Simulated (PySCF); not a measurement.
Compound: C5H6BF2N.
Numbering: `[CH3:1][n:2]1[cH:3][cH:4][cH:5][c:6]1[B:7]([F:8])[F:9]` (hydrogens: H10, H11, H12 on C1; H13 on C3; H14 on C4; H15 on C5)

Theory: PySCF 2.14.0, PBE0-D3(BJ)/def2-SVP geometry optimisation, gas phase.

List the bond lengths, angles and torsions at this level.

```json
{"bond": "C1–N2", "length (Å)": "1.444", "order": "single"}
{"bond": "N2–C3", "length (Å)": "1.355", "order": "aromatic"}
{"bond": "C3–C4", "length (Å)": "1.387", "order": "aromatic"}
{"bond": "C4–C5", "length (Å)": "1.406", "order": "aromatic"}
{"bond": "C5–C6", "length (Å)": "1.397", "order": "aromatic"}
{"bond": "C6–B7", "length (Å)": "1.524", "order": "single"}
{"bond": "B7–F8, B7–F9", "length (Å)": "1.328", "order": "single"}
{"bond": "N2–C6", "length (Å)": "1.384", "order": "aromatic"}
{"bond": "C1–H10, C1–H11, C1–H12", "length (Å)": "1.098", "order": "single"}
{"bond": "C3–H13", "length (Å)": "1.089", "order": "single"}
{"bond": "C4–H14", "length (Å)": "1.088", "order": "single"}
{"bond": "C5–H15", "length (Å)": "1.089", "order": "single"}
```

Bonds in one row agree within 0.01 Å and their mean is given. Orders are formal, as drawn. A selection of angles:
```json
{"angle": "N2–C1–H10", "degrees": "108.9"}
{"angle": "N2–C1–H11", "degrees": "111.0"}
{"angle": "H10–C1–H11", "degrees": "108.8"}
{"angle": "H11–C1–H12", "degrees": "108.2"}
{"angle": "C1–N2–C3", "degrees": "124.7"}
{"angle": "C1–N2–C6", "degrees": "125.8"}
{"angle": "C3–N2–C6", "degrees": "109.5"}
{"angle": "N2–C3–C4", "degrees": "109.2"}
{"angle": "N2–C3–H13", "degrees": "120.7"}
{"angle": "C4–C3–H13", "degrees": "130.1"}
{"angle": "C3–C4–C5", "degrees": "106.4"}
{"angle": "C3–C4–H14", "degrees": "125.9"}
{"angle": "C5–C4–H14", "degrees": "127.7"}
{"angle": "C4–C5–C6", "degrees": "108.3"}
{"angle": "C4–C5–H15", "degrees": "127.1"}
{"angle": "C6–C5–H15", "degrees": "124.6"}
{"angle": "C5–C6–B7", "degrees": "127.4"}
{"angle": "N2–C6–C5", "degrees": "106.7"}
{"angle": "N2–C6–B7", "degrees": "125.9"}
{"angle": "C6–B7–F8", "degrees": "120.9"}
{"angle": "C6–B7–F9", "degrees": "122.8"}
{"angle": "F8–B7–F9", "degrees": "116.3"}
```

Dihedral angles: C5–C6–B7–F8 0° (synperiplanar).

The 9 heavy atoms lie in one plane (0.002 Å rms). The 5-membered ring N2–C3–C4–C5–C6 has internal angles of 106.4° to 109.5° (sum 540°, against 540° for a flat polygon); it is planar, 0.00 Å rms from its mean plane, widest ring torsion 0°. B7 (three-coordinate boron) is planar (angles 122.8°, 120.9° and 116.3°, sum 360.0°, 0.00 Å off the plane of its three neighbours). The C–N distances run from 1.355 Å (N2–C3, aromatic) to 1.444 Å (C1–N2, drawn single), a spread of 0.089 Å. Of the pairs four or more bonds apart, C1···F9 is among the closest relative to their van der Waals radii: 2.94 Å, 93 % of the sum of Bondi's values. N2 (pyrrole-type nitrogen) is planar (angles 125.8°, 124.7° and 109.5°, sum 360.0°, 0.00 Å off the plane of its three neighbours).

Point group: Cs (every atom within 0.08 Å of its image). Stationary, but not proved a minimum.
